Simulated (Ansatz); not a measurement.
Total energies of (H3Ge)2O (Ge₂OH₆) from Ansatz at PBE-D4/def2-TZVP, gas phase (1 Eh = 27.2114 eV = 2625.5 kJ/mol). The reference geometry is relaxed at r2SCAN-D4/def2-SVP.

```xyz
9

Ge    0.769   -1.254    0.632
H     0.522   -2.160   -0.589
H     2.184   -1.444    1.186
H    -0.295   -1.527    1.713
O     0.678    0.452    0.132
Ge   -0.693    1.305   -0.618
H    -1.005    0.668   -1.985
H    -1.924    1.203    0.303
H    -0.236    2.758   -0.774
```

| state | geometry | energy (Eh) |
| --- | --- | --- |
| charge 0 singlet | reference | -4232.16645 |
| charge 1 doublet | reference | -4231.80539 |
| free Ge atom (triplet) | – | -2076.60177 |
| free H atom (doublet) | – | -0.49962 |
| free O atom (triplet) | – | -75.00967 |

Problem. Work out the vertical ionisation energy to the doublet.

Solution. E(charge 1 doublet) − E(charge 0 singlet) = -4231.80539 − (-4232.16645) = 0.36106 Eh = 9.82 eV. For comparison, −ε of the highest occupied level is 6.70 eV at this level, 3.12 eV less.

Problem. What is the binding energy per atom against free atoms?

Solution. Atoms: 2 × (-2076.60177) + 6 × (-0.49962) + 1 × (-75.00967) = -4231.21093 Eh. Binding: -4231.21093 − (-4232.16645) = 0.95552 Eh = 26.00 eV, or 2.89 eV for each of 9 atoms (no zero-point energy, no counterpoise term).
